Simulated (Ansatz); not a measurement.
Basis-set extrapolation for CH$_{8}$N$_{2}$OSi (`CO[SiH](N)N`) (PBE0-D4/def2-TZVP geometry, frozen core, the Gaussian-basis code of Ansatz). Multiplicity 1, RHF reference.

|  | def2-TZVPP | def2-QZVPP |
| --- | --- | --- |
| HF | -515.443963 | -515.465277 |
| MP2 correlation | -0.963544 | -1.034969 |
| CCSD(T) correlation | -1.039947 | not run |

Energies in hartree. Use E(X) = E(∞) + A·exp(−7.88·√X) for Hartree–Fock and E(X) = E(∞) + B·X^(−2.97) for correlation, with X = 3 and 4, and add CCSD(T) minus MP2 of the smaller set to the MP2 limit.

Q: What is the CCSD(T) energy at the basis-set limit?

A: HF limit: -515.465277 + (-0.021314) × 0.13774 = -515.46821. MP2 limit: -1.034969 + (-0.071425) × 0.74074 = -1.08788. Higher-order term: -1.039947 − (-0.963544) = -0.07640. Total: -516.63249 hartree, 390.1 kJ/mol below CCSD(T)/def2-TZVPP.
